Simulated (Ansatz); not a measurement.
Isolated molecules relaxed with PBE0-D4/def2-TZVP in Ansatz; ΔE leaves out vibrations. CCSD(T)/CBS is the MP2 limit (def2-TZVPP, def2-QZVPP) plus CCSD(T) − MP2 in def2-TZVPP, frozen cores. This one scheme is used for every species. DFT in def2-TZVPP. One conformer a species, not always the lowest.

Consider the ligand exchange at a B–C bond: `CB(N)F` + CH₃OH → `COB(N)F` + CH₄.

```csv
level,ΔE (kJ/mol)
ωB97M-V,-119.1
MP2/def2-TZVPP,-120.7
SCS-MP2/def2-TZVPP,-121.9
CCSD/CBS(def2),-118.8
```

Task: What does CCSD(T)/CBS give? (Estimate.)

Result: The calculation gave: -118.1 kJ/mol. The listed levels differ from it by -1.0, -2.6, -3.8, -0.7 kJ/mol.

Largest T1 diagnostic among the species: 0.011.

In def2-TZVPP, CCSD(T) changes the Hartree–Fock value by +11.4 kJ/mol (the triples alone add +0.8 kJ/mol) and MP2 by +10.6 kJ/mol. From PBE to PBE0 (25 % exact exchange), in def2-TZVPP and without D4, ΔE moves by −3.1 kJ/mol.
